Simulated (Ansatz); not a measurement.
`F/C=C/[SiH3]` + HBr → `[SiH3]/C=C/Br` + H–F  (substitution at a C–F bond)

Program: Ansatz. Geometries: PBE0-D4/def2-TZVP. ΔE: electronic, gas phase. CCSD(T)/CBS adds triple-zeta CCSD(T) − MP2 to the extrapolated MP2 energy (def2 sets, frozen cores). This one scheme is used for every species. Double bonds are as drawn, so ΔE can hold a change between cis and trans. DFT in def2-TZVPP. For Br outer-core shells are correlated without core-valence functions, which leaves a few kJ/mol of doubt a bond. Scalar relativity is left out up to krypton.

CCSD(T)/CBS gives -5.8 kcal/mol.

(1) Another level gave -2.4 kcal/mol. Which?
A. PBE/def2-TZVPP
B. CCSD(T)/def2-TZVPP
C. MP2/def2-TZVPP
D. HF/def2-TZVPP

Largest T1 diagnostic among the species: 0.012.

## Answers

(1) A. PBE -2.4, MP2/def2-TZVPP -7.8, CCSD(T)/def2-TZVPP -4.8, HF/def2-TZVPP 0.8 kcal/mol.

The D4 term adds −1.6 kcal/mol with B3LYP and −0.8 kcal/mol with PBE0; it sums over pairs of atoms, weighted by their polarisabilities, and B3LYP, whose exchange is more repulsive, gets the larger term. In def2-TZVPP, CCSD(T) changes the Hartree–Fock value by −5.6 kcal/mol (the triples alone add −0.8 kcal/mol) and MP2 by −8.6 kcal/mol.

B3LYP here is the variant with VWN-RPA as its local correlation; programs differ in this.
